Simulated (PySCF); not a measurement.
**Excitation energy of As by level of theory**

As [Ar] 3d10 4s2 4p3 (4S) → As [Ar] 3d10 4s1 4p3 5s1 (6S), as a difference of total energies. All numbers are calculated (PySCF 2.14, the spin-free X2C one-electron Hamiltonian (Gaussian nucleus), in aug-cc-pVDZ-DK). Correlated levels: valence: [Ar] 3d10 frozen. The calculations carry no spin-orbit coupling.

```csv
method,excitation energy (eV)
UHF,11.280
MP2 (valence),12.214
SCS-MP2 (valence),12.550
CCSD (valence),12.421
CCSD(T) (valence),12.444
CCSDT (valence),12.450
```

How much does correlation contribute at CCSD(T) (valence)?

12.444 − (11.280) = 1.164 eV, measured against UHF.

The upper state lies above the first ionisation limit, but in LS coupling its spin forbids autoionisation to the ground ion. A Rydberg-like electron needs more diffuse functions than a valence basis has.

The promoted electron is Rydberg-like, and one or two diffuse shells describe it only roughly, which tends to raise the upper state.
